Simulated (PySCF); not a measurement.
## Spin states of TlZn

Unrestricted PBE0; Tl def2-SVP with ECP60, Zn def2-SVP; scalar-relativistic core potentials (PySCF 2.14). Outer shells of the fragments: Tl 5d10 6s2 6p1; Zn 3d10 4s2.

Followed along the bond (rough minima from three points):

| 2Ms+1 | unpaired | ⟨S²⟩ at the start | R at minimum (Å) | Te (eV) |
| --- | --- | --- | --- | --- |
| 2 | π ↑ | 0.75 | 2.90 | 0.00 |
| 2 | σ ↑ | 0.76 | 3.33 | 0.19 |
| 4 | σ ↑↑, π ↑ | 3.75 | 2.68 | 2.63 |

Solutions found at the starting distance of 2.620 Å, counted from the lowest of them; the search is not exhaustive and high or unbound solutions are not listed, so other states can lie among these:

```json
{"2Ms+1": "2", "unpaired": "π ↑", "term": "²Π", "E (eV)": "0.00", "⟨S²⟩": "0.75", "⟨Lz²⟩": "1.00", "μ (D)": "1.18"}
{"2Ms+1": "2", "unpaired": "σ ↑", "term": "²Σ⁺", "E (eV)": "0.48", "⟨S²⟩": "0.76", "⟨Lz²⟩": "0.00", "μ (D)": "-0.81"}
{"2Ms+1": "4", "unpaired": "σ ↑↑, π ↑", "term": "⁴Π", "E (eV)": "2.54", "⟨S²⟩": "3.75", "⟨Lz²⟩": "1.00", "μ (D)": "2.33"}
{"2Ms+1": "4", "unpaired": "σ ↑, π ↑↑", "term": "⁴Σ⁻", "E (eV)": "2.64", "⟨S²⟩": "3.75", "⟨Lz²⟩": "0.00", "μ (D)": "3.49"}
{"2Ms+1": "2", "unpaired": "σ ↑↑, π ↓", "term": "mixed", "E (eV)": "2.96", "⟨S²⟩": "1.76", "⟨Lz²⟩": "1.00", "μ (D)": "2.80"}
{"2Ms+1": "2", "unpaired": "σ ↑, π ↑↓", "term": "mixed", "E (eV)": "3.10", "⟨S²⟩": "1.76", "⟨Lz²⟩": "2.01", "μ (D)": "3.72"}
```

A term symbol is given only where ⟨S²⟩ and ⟨Lz²⟩ are close to those of a pure state; real π, δ and φ orbitals otherwise mix terms. A positive dipole means Tl(−)Zn(+).

Task: Compare the gap between the two lowest followed solutions at the starting distance with the gap between their minima.

Result: At PBE0 the second solution (doublet, unpaired electrons σ ↑) lies +0.48 eV from the first (doublet, unpaired electrons π ↑) at 2.620 Å and +0.19 eV at the minima; the two curves relax by different amounts, since their minima lie near 3.33 and 2.90 Å.

Spin–orbit coupling is left out, which matters for elements this heavy, above all for dissociation energies. Counting both spins, an empty level lies below a filled one in some of these solutions, because spin and occupation are held.
